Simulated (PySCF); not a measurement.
# Zinc: a sound run and one with changed settings

Sound run: Zn⁺ [Ar] 3d10 4s1, Zn²⁺ [Ar] 3d10. Calculation: PySCF 2.14, in jorge-DZP-DKH; scalar relativity by spin-free X2C-1e. In the sound run the correlated levels freeze [Ar]. The sound run starts from symmetry-adapted Hartree-Fock orbitals and uses a fine grid where one is needed.

Changed run: initial guess atom, at most 50 SCF cycles.

```json
{"species": "Zn⁺", "method": "UHF", "sound run (hartree)": "-1793.79142", "changed run (hartree)": "-1793.79142", "converged": "yes"}
{"species": "Zn⁺", "method": "BP86", "sound run (hartree)": "-1795.65792", "changed run (hartree)": "-1795.65792", "converged": "yes"}
{"species": "Zn⁺", "method": "CCSD(T)", "sound run (hartree)": "-1794.05291", "changed run (hartree)": "-1794.05291", "converged": "yes"}
{"species": "Zn²⁺", "method": "B3LYP", "sound run (hartree)": "-1794.74685", "changed run (hartree)": "-1794.74685", "converged": "yes"}
{"species": "Zn²⁺", "method": "MP2", "sound run (hartree)": "-1793.43073", "changed run (hartree)": "-1793.43073", "converged": "yes"}
```

Here the plain start reaches the same solutions.
